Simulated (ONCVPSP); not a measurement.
# gadolinium, ONCV: configuration errors across variants

Gd (Z = 64), optimised norm-conserving Vanderbilt (ONCV), made with ONCVPSP 4.0.1 (LDA (Perdew-Wang 92), scalar-relativistic). Core [Kr] 4d10, reference 4f6 5s2 5p6 5d2 6s2. Waves: 5s+6s: rc 2.20 bohr, ncon 5, nbas 8, qcut 5.7 1/bohr, 2 projectors; 5p: rc 1.50 bohr, ncon 4, nbas 7, qcut 5.1 1/bohr, 1 projector; 5d: rc 3.00 bohr, ncon 5, nbas 10, qcut 5 1/bohr, 2 projectors, debl 3.1 Ha; 4f: rc 0.80 bohr, ncon 4, nbas 8, qcut 23.4 1/bohr, 2 projectors, debl 2.9 Ha. Local part: polynomial inside 0.75 bohr (lpopt 5, dvloc0 1 Ha). Core correction: Teter function, fcfact 2, rcfact 1.1.

All-electron excitation energies from the reference (eV): (1) 4f7 5s2 5p6 5d1 6s2 -8.972; (2) 4f7 5s2 5p6 5d1 6s1 -2.122; (3) 4f7 5s2 5p6 5d1 6s0 10.248; (4) 4f7 5s2 5p6 5d2 6s1 -7.200.

1 further variants failed, have other tests or another functional or relativity, and are left out.

A true bound ghost makes a file unfit for plane-wave use even where its test errors are small: the radial tests pick states by their node count and pass the ghost by.

Errors AE − PS in meV (a dash: test not solved or not reliable):

| change | (1) | (2) | (3) | (4) | bound ghosts | GHOST(+) flags above zero |
| --- | --- | --- | --- | --- | --- | --- |
| base | -327 | -305 | -278 | -246 | s, p | d |
| core correction Teter function, fcfact 5.6, rcfact 1.1 | -343 | -321 | -294 | -261 | s, p | d |
| local potential polynomial inside 0.75 bohr (lpopt 5, dvloc0 2.5 Ha) | -335 | -310 | -283 | -252 | s, p | d |
| all radii but the core radius scaled by about 0.90 (s 1.98, p 1.34, d 2.68, f 0.72 bohr); local potential polynomial inside 0.68 bohr (lpopt 5, dvloc0 1 Ha) | -332 | -318 | -305 | -270 | s, p | s, d |
| core correction Teter function, fcfact 2.25, rcfact 1.15 | -329 | -307 | -280 | -248 | s, p | d |
| f: nproj 0; local potential the f channel | -294 | -272 | -243 | -210 | s, p, d | none |
| f: ncon 5, nbas 9 | -332 | -310 | -280 | -250 | s, p | d |

Question: Give the same row for: core correction Teter function, fcfact 2, rcfact 2.08.

Answer: -343, -321, -299, -259; bound ghosts: s, p; GHOST(+) flags above zero: d.
